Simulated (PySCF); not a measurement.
**How the method changes the constants of HgP⁺**

State: ³Σ⁻ (triplet), unpaired electrons π ↑↑. Set-up: Hg def2-SVP with ECP60, P def2-SVP; scalar-relativistic core potentials (PySCF 2.14). De refers to Hg⁺ + P in their high-spin ground configurations, without counterpoise correction. The functionals are run spin-unrestricted. A positive dipole points towards P; it is taken about the centre of mass and depends on that origin. Levels whose curve was spin-contaminated or gave no clean fit are not listed.

| Level | Re (Å) | ωe (cm⁻¹) | De (eV) | μ (D) |
| --- | --- | --- | --- | --- |
| ROHF | 2.543 | 243 | 0.428 | 1.13 |
| ROHF-MP2 | 2.466 | 257 | 1.96 | n/a |
| ROHF-SCS-MP2 | 2.493 | 247 | 1.89 | n/a |
| PBE | 2.476 | 249 | 2.69 | 2.29 |
| BLYP | 2.528 | 227 | 2.70 | 2.69 |
| r²SCAN | 2.452 | 261 | 2.43 | 1.93 |
| PBE0 | 2.467 | 258 | 2.28 | 1.88 |
| MN15 | 2.461 | 245 | 2.52 | 2.43 |
| BHandHLYP | 2.502 | 246 | 1.97 | 1.91 |

(1) What does the step from GGA to meta-GGA do here, going from PBE to r²SCAN?

(2) What does second-order correlation do here, going from ROHF to ROHF-MP2?

Correlated steps freeze 5 core orbitals. Correlated levels converge slowly with the basis: in double zeta they bind strong bonds too weakly, by up to about 1 eV, and carry superposition errors of some tenths. Spin–orbit coupling is left out, which matters for elements this heavy, above all for dissociation energies. For an ion De counts to the pair picked by the measured ionisation energies or electron affinities, which need not be the lowest pair at this level. The state is the lowest determinant that a PBE0 search found; another state may lie lower at other levels.

The whole job (state search and all levels along the bond) took about 2.6 min on 1 thread of Intel Xeon Platinum 8259CL @ 2.50GHz (shared host), peak memory 0.57 GiB.

Answers

(1) r²SCAN less PBE: -2.4 pm in Re, +4.8 % in ωe, -0.26 eV in De. 

(2) ROHF-MP2 less ROHF: -7.7 pm in Re, +5.8 % in ωe, +1.53 eV in De. Correlation nearly always deepens the well. The bond shortens, as in weak, metallic or heavy-atom bonds, where dispersion and the correlation of outer-core electrons pull the atoms together.
